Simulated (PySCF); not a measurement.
## From a computed spectrum to the compound

A species of 9 atoms with charge 0 has these harmonic modes (PBE, small Gaussian bases with core potentials, PySCF 2.14.0):

```json
{"cm⁻¹": "43", "km/mol": "1.7", "symmetry": "a"}
{"cm⁻¹": "88", "km/mol": "1.2", "symmetry": "b"}
{"cm⁻¹": "110", "km/mol": "0.4", "symmetry": "a"}
{"cm⁻¹": "159", "km/mol": "55.5", "symmetry": "b"}
{"cm⁻¹": "162", "km/mol": "15.4", "symmetry": "a"}
{"cm⁻¹": "232", "km/mol": "7.9", "symmetry": "a"}
{"cm⁻¹": "236", "km/mol": "21.2", "symmetry": "b"}
{"cm⁻¹": "332", "km/mol": "7.0", "symmetry": "a"}
{"cm⁻¹": "333", "km/mol": "140.7", "symmetry": "b"}
{"cm⁻¹": "370", "km/mol": "131.9", "symmetry": "b"}
{"cm⁻¹": "379", "km/mol": "99.6", "symmetry": "a"}
{"cm⁻¹": "491", "km/mol": "2.3", "symmetry": "a"}
{"cm⁻¹": "569", "km/mol": "113.9", "symmetry": "b"}
{"cm⁻¹": "688", "km/mol": "228.2", "symmetry": "b"}
{"cm⁻¹": "707", "km/mol": "199.5", "symmetry": "a"}
{"cm⁻¹": "1600", "km/mol": "37.6", "symmetry": "a"}
{"cm⁻¹": "1600", "km/mol": "50.3", "symmetry": "b"}
{"cm⁻¹": "3495", "km/mol": "47.3", "symmetry": "a"}
{"cm⁻¹": "3497", "km/mol": "151.4", "symmetry": "b"}
{"cm⁻¹": "3740", "km/mol": "126.8", "symmetry": "b"}
{"cm⁻¹": "3741", "km/mol": "0.0", "symmetry": "a"}
```

Task: Which species is it, and in which structure?

Result: HgF2(H2O)2 (singlet):
```xyz
9

Hg    0.1909    0.0000    0.0000
F     0.2460    1.9175    0.5480
O    -1.3785   -1.5574    1.5268
H    -0.9157   -1.8000    2.3512
H    -0.9711   -2.1532    0.8511
F     0.2460   -1.9175   -0.5480
O    -1.3785    1.5574   -1.5268
H    -0.9711    2.1532   -0.8511
H    -0.9157    1.8000   -2.3512
```
Ideal gas at 298.15 K and 1 bar: S = 405.0 J/(mol K), Cp = 132.2 J/(mol K), H − H(0 K) = 27.4 kJ/mol (rigid rotor, harmonic modes, spin degeneracy alone; the modes under 60 cm⁻¹ make these uncertain). 
 The answer isn't unique; the calculation gave this one.
